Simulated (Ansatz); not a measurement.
Input file for Ansatz (an electronic-structure program): R-CCSD(T)/cc-pVTZ on GeH3N (SMILES [NH2][GeH]), a point of a torsion scan. The run froze 15 orbitals, filled d shells among them.

Ansatz 0.2 input:
```yaml
crystal:
  periodic: [false, false, false]
  atoms:
    - {symbol: N, position_ang: [-0.67412637, -0.05241541, -0.21277172]}
    - {symbol: Ge, position_ang: [0.97845306, -0.85033753, -0.34083090]}
    - {symbol: H, position_ang: [-1.42106430, -0.49291310, 0.30361287]}
    - {symbol: H, position_ang: [-0.71290527, 0.93481996, 0.01093529]}
    - {symbol: H, position_ang: [1.81244244, 0.40993293, 0.36445803]}
basis:
  gaussian:
    orbitals: cc-pVTZ
magnetization: {spin_polarized: false}
correlation: {method: ccsd_t, electrons: outside_noble_gas}
scf: {lower_state_search: off}
```

The log:

```
WARN ansatz: RAYON_NUM_THREADS=1 ignored (pool sized by the plan → 1); use --threads N
Functional definition: HF
these checks for a lower state are left out or cut short: stability, starts, cluster_reference, orbital_swaps, neighbouring_geometries, increment
integrals: 0.16 GiB planned
693 factors; integrals over basis functions are off by at most 9.7e-4 eV
mean field: 0.26 GiB planned
mean field evaluation 1: about -58001.3178 eV, gradient 3.4e1 eV
mean field evaluation 2: about -58001.3604 eV, gradient 3.4e1 eV
mean field evaluation 4: about -58003.7817 eV, gradient 2.4e0 eV
mean field evaluation 8: about -58003.8129 eV, gradient 1.7e-1 eV
mean field -58003.81313672 eV, -2131.6008163779 hartree, gradient 2.7e-6 eV, S^2 0.000000; 0 other end points of the search recorded, 0 dependent functions left out
15 core orbitals not correlated
reference -58003.81313672 eV, -2131.6008163779 hartree; 6, 6 occupied and 94, 94 virtual orbitals, 693 factors
second order -8.70304000 eV of doubles, -0.00000000 eV of singles
coupled cluster: 0.40 GiB planned
cycle   1  -9.01305052 eV  change   -3.1e-1 eV  update   8.0e-2
cycle   2  -9.29177286 eV  change   -2.8e-1 eV  update   2.8e-2
cycle   3  -9.36368257 eV  change   -7.2e-2 eV  update   1.8e-2
cycle   4  -9.35406726 eV  change    9.6e-3 eV  update   6.1e-3
cycle   5  -9.35484664 eV  change   -7.8e-4 eV  update   3.5e-3
cycle   6  -9.35492375 eV  change   -7.7e-5 eV  update   1.4e-3
cycle   7  -9.35458234 eV  change    3.4e-4 eV  update   5.2e-4
cycle   8  -9.35483918 eV  change   -2.6e-4 eV  update   2.1e-4
cycle   9  -9.35485139 eV  change   -1.2e-5 eV  update   9.2e-5
cycle  10  -9.35481529 eV  change    3.6e-5 eV  update   4.5e-5
cycle  11  -9.35484435 eV  change   -2.9e-5 eV  update   1.9e-5
cycle  12  -9.35483713 eV  change    7.2e-6 eV  update   7.2e-6
perturbative correction -0.36449417 eV, -0.0133949137 hartree
Total energy: -58013.53246802 eV, -2131.9579952151 hartree
Checks for a lower state left out: stability, starts, cluster_reference, orbital_swaps, neighbouring_geometries, increment
```

The calculation finished and met its thresholds.

Cost: about 3 core-seconds (a rough figure).
